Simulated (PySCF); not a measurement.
**Unknown compound**

An unknown has the formula C4H14N2Si. Its calculated NMR data are:

¹H NMR (400 MHz, computed): δ 4.58 (s, 2H), 2.50 (s, 12H).

¹³C{¹H} NMR (computed): δ 38.4 (CH3).

PySCF calculation with GIAO B3LYP/pcSseg-1 shieldings and PBE0-D3(BJ)/def2-SVP geometry; no relativistic terms, no solvent model, one computed conformer, fast rotation and ring inversion assumed for equivalent nuclei.

Referencing at the same level of theory: ¹H, ¹³C vs TMS.

Deduce the structure.

## Answers


The formula gives 0 degrees of unsaturation. 1 carbon signal for 4 carbons: some carbons are equivalent by symmetry or fast rotation. Carbon types of the structure: 4 × CH3, leaving 2 H on heteroatoms. δC 38.4: methyl carbon bonded to N; the inductive effect lowers its shielding. δH 4.58: hydrogen on a silicon bonded to 2 N. δH 2.50: hydrogen on a methyl carbon bonded to N; its carbon carries N, an electronegative neighbour.

These data were computed for `N(C)(C)[SiH2]N(C)C`.

The data come from this structure; uniqueness wasn't tested.

Shifts are as computed. Against solution values, carbons near 30 ppm lie about +2 ppm off and those near 130 ppm about +6 ppm. Of 1211 compounds with measured shifts, 218 miss one by over three times the rms of a fit or turn the order of signals round; such compounds aren't used in these exercises. No couplings were computed; multiplicities are counted from neighbouring protons, with m where these are inequivalent, close in shift, in a saturated or five-membered ring or joined by F or P, and br s for small geminal =CH2 splittings.
